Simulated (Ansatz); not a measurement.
Several settings on one geometry of `C=CCCCCCCCCCO` (that of the charge 0 singlet, r2SCAN-D4/def2-SVP). Ansatz on 4 threads of Arm Neoverse V1 on a shared host; times are rough.

```xyz
34

C    -6.052    1.180    0.138
C    -5.099    0.357    0.589
C    -3.639    0.463    0.272
C    -3.108   -0.767   -0.479
C    -1.634   -0.674   -0.876
C    -0.656   -0.616    0.295
C     0.807   -0.612   -0.142
C     1.788   -0.555    1.027
C     3.262   -0.633    0.627
C     3.755    0.544   -0.212
C     5.247    0.481   -0.512
O     5.686    1.525   -1.352
H    -7.105    1.037    0.400
H    -5.810    2.030   -0.510
H    -5.388   -0.490    1.229
H    -3.451    1.373   -0.325
H    -3.074    0.582    1.216
H    -3.721   -0.914   -1.385
H    -3.266   -1.669    0.143
H    -1.485    0.214   -1.520
H    -1.381   -1.546   -1.506
H    -0.836   -1.479    0.965
H    -0.847    0.285    0.907
H     1.012   -1.517   -0.746
H     0.975    0.246   -0.820
H     1.614    0.374    1.604
H     1.561   -1.385    1.721
H     3.878   -0.701    1.542
H     3.439   -1.574    0.074
H     3.219    0.599   -1.175
H     3.532    1.491    0.320
H     5.818    0.449    0.442
H     5.479   -0.456   -1.047
H     5.482    2.357   -0.905
```

Totals from different functionals, basis sets or treatments of relativity can't be compared as stabilities.

Correlated methods freeze 12 core orbitals.

The spins typed aren't always the lowest for that charge.

(1) Give the basis size and estimate the energy, ⟨S²⟩, dipole and time of these runs.

```csv
run,method,charge,state,further keys
1,UKS PBE/def2-mTZVPP,0,triplet,scf: {omitted_lower_state_checks: [starts]}; forces asked
2,RKS ωB97X/def2-TZVP,0,singlet,forces asked
3,RKS B2GP-PLYP/6-31G,0,singlet,fitting: {mean_field: def2-universal-jkfit}; scf: {lower_state_search: off}
```

## Answers

(1) 
```csv
run,functions,energy (Eh),⟨S²⟩,dipole (D),wall time
1,343,-506.9235,2.01,1.36,16 s
2,504,-507.6787,–,1.55,59 s
3,152,-506.4701,–,–,2.8 s
```
